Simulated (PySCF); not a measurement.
Solvent effects on NMR parameters

Atom-mapped SMILES (the numbers label the heavy atoms): `[F:1][CH:2]([F:3])[C@@:4]12[CH2:5][CH2:6][C@@H:7]1[CH2:8]2`. Hydrogens are named by the atom that carries them. Ha(C8) is cis to C6 on the ring; Ha(C5), Ha(C6) are cis to C8 on the ring; Hb(C8) is trans to C6 on the ring; Hb(C5), Hb(C6) are trans to C8 on the ring.

GIAO PBE0/pcSseg-1 in PySCF on one PBE0-D3(BJ)/def2-SVP conformer, non-relativistic, equivalent nuclei averaged. Solvents enter as an IEF-PCM continuum (cyclohexane with ε = 2.0, tetrahydrofuran with ε = 7.4) around the gas-phase geometry. Shifts are referred to CFCl3, TMS computed in the same medium.

In cyclohexane, δ in ppm: F3 -128.2, F1 -135.1, C2 121.7, C4 25.4, C6 22.8, C8 20.7, C5 20.0, C7 18.3, H(C2) 5.13, Hb(C5) 2.35, Hb(C6) 2.01, H(C7) 1.64, Ha(C5) 1.41, Ha(C6) 1.28. Dipole moment 2.43 D.

Task: How does each δ change in the more polar medium?

Result: 
| atoms | environment | Δδ, tetrahydrofuran |
| --- | --- | --- |
| F3 | fluorine of a CF2 group | -1.5 |
| F1 | fluorine of a CF2 group | -1.8 |
| C2 | sp3 CH bonded to 2 F | +0.7 |
| C4 | three-membered-ring carbon | +0.2 |
| C6 | sp3 CH2 in a ring | +0.2 |
| C8 | three-membered-ring carbon | +0.1 |
| C5 | sp3 CH2 in a ring | +0.2 |
| C7 | three-membered-ring carbon | +0.5 |
| H(C2) | hydrogen on an sp3 CH bonded to 2 F | +0.13 |
| Hb(C5) | hydrogen on an sp3 CH2 in a ring | -0.04 |
| Hb(C6) | hydrogen on an sp3 CH2 in a ring | +0.02 |
| H(C7) | hydrogen on a three-membered-ring carbon | +0.10 |
| Ha(C5) | hydrogen on an sp3 CH2 in a ring | 0.00 |
| Ha(C6) | hydrogen on an sp3 CH2 in a ring | +0.02 |

Changes are relative to cyclohexane. The dipole moment becomes 2.65 D in tetrahydrofuran.

Task: Which nuclei move most (in ppm), and what does the model miss?

Result: F1 (fluorine of a CF2 group, -1.8 ppm) in tetrahydrofuran. A continuum only polarises the solute; specific hydrogen bonds, the anisotropy of aromatic solvents and changes of geometry or conformer are outside it.
